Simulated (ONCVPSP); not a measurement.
# u(r) = r·R(r): atom against pseudo-atom (silicon)

Columns: radius, all-electron u(r) and pseudo u(r) of the 2s shell (level -143.93 eV) of silicon in the configuration [He] 2s2 2p6 3s2 3p1.5; PBE, scalar-relativistic, ONCV scheme, ONCVPSP 4.0.1.

```tsv
r (bohr)	all-electron	pseudo
0.053	-0.6322	0.2293
0.105	-0.4144	0.4483
0.158	0.0539	0.6589
0.210	0.5107	0.8467
0.262	0.8778	1.0090
0.315	1.1394	1.1422
0.368	1.2959	1.2377
0.420	1.3672	1.2927
0.473	1.3759	1.3098
0.525	1.3399	1.2913
0.578	1.2732	1.2428
0.630	1.1892	1.1727
0.683	1.0935	1.0860
0.735	0.9960	0.9932
0.788	0.8972	0.8964
0.840	0.8038	0.8036
0.893	0.7140	0.7139
0.945	0.6325	0.6323
0.998	0.5563	0.5562
1.050	0.4886	0.4885
1.102	0.4278	0.4277
1.155	0.3724	0.3723
1.208	0.3234	0.3233
1.260	0.2810	0.2809
1.313	0.2430	0.2430
1.365	0.2105	0.2104
```

(1) How many radial nodes do the two functions have?

(2) At about which radius was the pseudo-wave matched?

(3) Is the pseudo-wave norm-conserving?

## Answers

(1) The all-electron 2s function has n − l − 1 = 1; the pseudo-wave has 0, since the states of the same l below it are removed with the core.

(2) 0.90 bohr. The columns agree to 0.0005 from 0.84 bohr on; several derivatives are matched, so the curves merge somewhat inside the radius.

(3) Yes: the ONCV scheme keeps the norm inside the radius equal to the all-electron one, which fixes the energy derivative of the logarithmic derivative at the level.
